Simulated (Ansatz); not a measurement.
Species: HF2GaO, SMILES `[OH][Ga]([F])[F]` (H–O–Ga–F torsion 180°) (charge 0, multiplicity 1).

Question: Give a relaxed geometry from PBE0-D4/def2-TZVP (Ansatz, a first-principles code).

Answer: Several could match; the one computed here: the end point of this relaxation, one of several conformers (outside a Z-matrix the atoms follow the SMILES, hydrogens last).
Z-matrix (Å, degrees):
```
Ga
F 1 1.7284
F 1 1.7378 2 117.13
O 1 1.7574 2 120.84 3 180.00
H 4 0.9611 1 112.93 2 -179.98
```
